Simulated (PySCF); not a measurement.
## `C(CCCC)CC`, C₇H₁₆

Geometry:
```json
{"atom": "C1", "x (Å)": "-3.795", "y (Å)": "0.297", "z (Å)": "-0.058"}
{"atom": "C2", "x (Å)": "-2.526", "y (Å)": "-0.461", "z (Å)": "0.310"}
{"atom": "C3", "x (Å)": "-1.269", "y (Å)": "0.299", "z (Å)": "-0.104"}
{"atom": "C4", "x (Å)": "0.004", "y (Å)": "-0.458", "z (Å)": "0.265"}
{"atom": "C5", "x (Å)": "1.263", "y (Å)": "0.298", "z (Å)": "-0.149"}
{"atom": "C6", "x (Å)": "2.535", "y (Å)": "-0.461", "z (Å)": "0.221"}
{"atom": "C7", "x (Å)": "3.790", "y (Å)": "0.297", "z (Å)": "-0.193"}
{"atom": "H8", "x (Å)": "-4.678", "y (Å)": "-0.260", "z (Å)": "0.246"}
{"atom": "H9", "x (Å)": "-3.845", "y (Å)": "0.458", "z (Å)": "-1.133"}
{"atom": "H10", "x (Å)": "-3.817", "y (Å)": "1.268", "z (Å)": "0.434"}
{"atom": "H11", "x (Å)": "-2.504", "y (Å)": "-0.631", "z (Å)": "1.389"}
{"atom": "H12", "x (Å)": "-2.532", "y (Å)": "-1.438", "z (Å)": "-0.178"}
{"atom": "H13", "x (Å)": "-1.289", "y (Å)": "0.468", "z (Å)": "-1.183"}
{"atom": "H14", "x (Å)": "-1.261", "y (Å)": "1.277", "z (Å)": "0.383"}
{"atom": "H15", "x (Å)": "-0.005", "y (Å)": "-1.437", "z (Å)": "-0.221"}
{"atom": "H16", "x (Å)": "0.023", "y (Å)": "-0.628", "z (Å)": "1.345"}
{"atom": "H17", "x (Å)": "1.272", "y (Å)": "1.277", "z (Å)": "0.337"}
{"atom": "H18", "x (Å)": "1.244", "y (Å)": "0.466", "z (Å)": "-1.229"}
{"atom": "H19", "x (Å)": "2.523", "y (Å)": "-1.439", "z (Å)": "-0.266"}
{"atom": "H20", "x (Å)": "2.551", "y (Å)": "-0.629", "z (Å)": "1.300"}
{"atom": "H21", "x (Å)": "3.798", "y (Å)": "0.462", "z (Å)": "-1.268"}
{"atom": "H22", "x (Å)": "4.682", "y (Å)": "-0.263", "z (Å)": "0.075"}
{"atom": "H23", "x (Å)": "3.831", "y (Å)": "1.265", "z (Å)": "0.302"}
```

Computed, not measured: PySCF 2.14.0, GIAO B3LYP/pcSseg-1 magnetisability, rotational g tensor and spin-rotation constants, non-relativistic, gas phase. Geometry: GFN2-xTB.

(1) Give the nuclear spin-rotation constants along the inertial axes (H = +C I·J) beside the isotropic shieldings.

(2) How do the rotational constants and the g tensor change when H8, H9, H10, H11, H12, H13, H14, H15, H16, H17, H18, H19, H20, H21, H22, H23 are replaced by deuterium?

Answers

(1) Rotational constants 12.0347, 0.7390, 0.7180 GHz. A star marks the isotopologue with that one atom substituted, in its own axes.
| atom | isotope | Caa (kHz) | Cbb (kHz) | Ccc (kHz) | mean (kHz) | σ (ppm) |
| --- | --- | --- | --- | --- | --- | --- |
| H8 | 1H | -0.240 | -0.048 | -0.079 | -0.122 | 30.6 |
| H9 | 1H | -1.330 | -0.048 | -0.017 | -0.465 | 30.9 |
| H10 | 1H | -1.330 | -0.048 | -0.017 | -0.465 | 30.9 |
| H11 | 1H | -1.322 | -0.046 | -0.014 | -0.460 | 30.5 |
| H12 | 1H | -1.321 | -0.046 | -0.013 | -0.460 | 30.5 |
| H13 | 1H | -1.307 | -0.046 | -0.016 | -0.456 | 30.6 |
| H14 | 1H | -1.307 | -0.046 | -0.016 | -0.456 | 30.6 |
| H15 | 1H | -1.303 | -0.046 | -0.016 | -0.455 | 30.5 |
| H16 | 1H | -1.303 | -0.046 | -0.016 | -0.455 | 30.5 |
| H17 | 1H | -1.307 | -0.046 | -0.016 | -0.456 | 30.6 |
| H18 | 1H | -1.306 | -0.046 | -0.016 | -0.456 | 30.6 |
| H19 | 1H | -1.322 | -0.046 | -0.014 | -0.461 | 30.5 |
| H20 | 1H | -1.322 | -0.046 | -0.014 | -0.460 | 30.5 |
| H21 | 1H | -1.331 | -0.048 | -0.018 | -0.465 | 30.9 |
| H22 | 1H | -0.240 | -0.048 | -0.079 | -0.122 | 30.6 |
| H23 | 1H | -1.330 | -0.049 | -0.017 | -0.465 | 30.9 |
| C1 | 13C* | 1.654 | 0.110 | 0.115 | 0.626 | 163.8 |
| C2 | 13C* | 1.943 | 0.124 | 0.127 | 0.731 | 151.1 |
| C3 | 13C* | 1.954 | 0.139 | 0.147 | 0.747 | 141.1 |
| C4 | 13C* | 1.952 | 0.136 | 0.145 | 0.744 | 142.6 |

For the geometry as given, no vibrational averaging.

(2) Constants 7.3271, 0.6090, 0.5911 GHz; g 0.0115, -0.0007, -0.0015, against 0.0190, -0.0009, -0.0018 before.
